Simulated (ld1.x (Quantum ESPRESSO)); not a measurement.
**u(r) = r·R(r): atom against pseudo-atom (Ni)**

Columns: radius, all-electron u(r) and pseudo u(r) of the 4s shell (level -6.31 eV) of nickel in the configuration [Ar] 3d8 4s1.5 4p0.5; PBE, scalar-relativistic, ultrasoft scheme, ld1.x (Quantum ESPRESSO) 7.5.

| r (bohr) | all-electron | pseudo |
| --- | --- | --- |
| 0.120 | -0.1317 | -0.0567 |
| 0.240 | -0.0966 | -0.1130 |
| 0.360 | 0.1245 | -0.1684 |
| 0.480 | 0.2608 | -0.2225 |
| 0.600 | 0.2732 | -0.2749 |
| 0.720 | 0.1997 | -0.3252 |
| 0.840 | 0.0833 | -0.3729 |
| 0.960 | -0.0463 | -0.4178 |
| 1.080 | -0.1717 | -0.4596 |
| 1.200 | -0.2844 | -0.4978 |
| 1.320 | -0.3808 | -0.5323 |
| 1.440 | -0.4601 | -0.5628 |
| 1.560 | -0.5233 | -0.5892 |
| 1.680 | -0.5716 | -0.6111 |
| 1.800 | -0.6069 | -0.6285 |
| 1.920 | -0.6310 | -0.6414 |
| 2.040 | -0.6455 | -0.6495 |
| 2.160 | -0.6518 | -0.6529 |
| 2.280 | -0.6514 | -0.6515 |
| 2.400 | -0.6454 | -0.6454 |
| 2.520 | -0.6348 | -0.6348 |
| 2.640 | -0.6206 | -0.6206 |
| 2.760 | -0.6034 | -0.6034 |
| 2.880 | -0.5840 | -0.5840 |
| 3.000 | -0.5630 | -0.5630 |
| 3.120 | -0.5408 | -0.5408 |

(1) How many radial nodes do the two functions have?

(2) At about which radius was the pseudo-wave matched?

(3) Is the pseudo-wave norm-conserving?

Answers

(1) The all-electron 4s function has n − l − 1 = 3 (the table is too coarse to show those close to the nucleus); the pseudo-wave has 0, since the states of the same l below it are removed with the core.

(2) 2.40 bohr, where the columns begin to agree (steps of 0.12 bohr).

(3) No, it belongs to an ultrasoft set: the norm inside the radius is not constrained, and the difference is carried by the augmentation charge.
